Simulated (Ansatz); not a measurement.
Computed with Ansatz on PBE0-D4/def2-TZVP structures; ΔE is electronic, products minus reactants. CBS: MP2 limit from def2 TZ/QZ plus the TZ coupled-cluster correction, frozen cores. This one scheme is used for every species. DFT in def2-TZVPP. One conformer a species, not always the lowest.

Consider the cleavage of the Si–B bond: `C=C(O)B([SiH3])Cl` + `N=C=O` → `O=C=N[SiH3]` + `C=C(O)BCl`.

```json
{"level": "ωB97X-V", "ΔE (eV)": "-1.09"}
{"level": "PBE", "ΔE (eV)": "-0.94"}
{"level": "PBE0", "ΔE (eV)": "-1.04"}
{"level": "HF/def2-QZVPP", "ΔE (eV)": "-1.47"}
```

**Question.** What does CCSD(T)/CBS give? (Estimate.)

**Answer.** Computed: -1.09 eV. The listed levels differ from it by 0.00, 0.15, 0.05, -0.38 eV.

Largest T1 diagnostic among the species: 0.018.

In def2-TZVPP, CCSD(T) changes the Hartree–Fock value by +0.36 eV (the triples alone add +0.06 eV) and MP2 by +0.27 eV. From PBE to PBE0 (25 % exact exchange), in def2-TZVPP and without D4, ΔE moves by −0.10 eV.
